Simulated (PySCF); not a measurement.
# Magnetic susceptibility: SMILES C1=PC(Cl)=PC=P1, C3H2ClP3

Geometry:
```tsv
atom	x (Å)	y (Å)	z (Å)
Cl1	3.221	-0.040	0.085
C2	1.488	-0.018	-0.165
P3	0.861	1.605	-0.251
C4	-0.836	1.387	-0.494
P5	-1.893	0.025	-0.646
C6	-0.869	-1.364	-0.505
P7	0.823	-1.624	-0.266
H8	-1.363	2.335	-0.568
H9	-1.418	-2.299	-0.585
```

The calculation used PySCF, GIAO B3LYP/pcSseg-1 magnetisability, rotational g tensor and spin-rotation constants, non-relativistic, gas phase. Geometry: GFN2-xTB.

What are the magnetisability and the molar susceptibility?

Isotropic -1449 × 10⁻³⁰ J/T², or -87.3 × 10⁻⁶ cm³/mol; principal values -2317, -1074, -957 × 10⁻³⁰ J/T², anisotropy 1306 × 10⁻³⁰ J/T² (root of half the summed squared differences of the principal values). The susceptibility is in cgs units.

Split it along the inertial axes a, b, c into diamagnetic and paramagnetic parts about the centre of mass, with the quadrupole moment.


```
axis  χ (10⁻⁶ cm³/mol)  diamagnetic (10⁻⁶ cm³/mol)  paramagnetic (10⁻⁶ cm³/mol)  summed x² of all electrons (Å²)  quadrupole Θ (D Å)
   a             -64.6                      -594.6                        529.9                            269.8               -3.49
   b             -57.6                     -1206.5                       1148.9                            125.6               +4.17
   c            -139.6                     -1677.5                       1537.9                             14.6               -0.68
```
Anisotropies 2χaa − χbb − χcc = +67.9 and 2χbb − χaa − χcc = +89.0 × 10⁻⁶ cm³/mol. Θ is traceless in Buckingham's convention.

And the rotational g tensor?


```tsv
axis	rotational constant (GHz)	g	nuclear part	electronic part
a	2.3207	-0.0612	0.5165	-0.5777
b	0.9819	-0.0312	0.4988	-0.5300
c	0.6900	+0.0056	0.5040	-0.4985
```
Asymmetric top; isotopes 12C, 35Cl, 1H, 31P; no vibrational averaging.
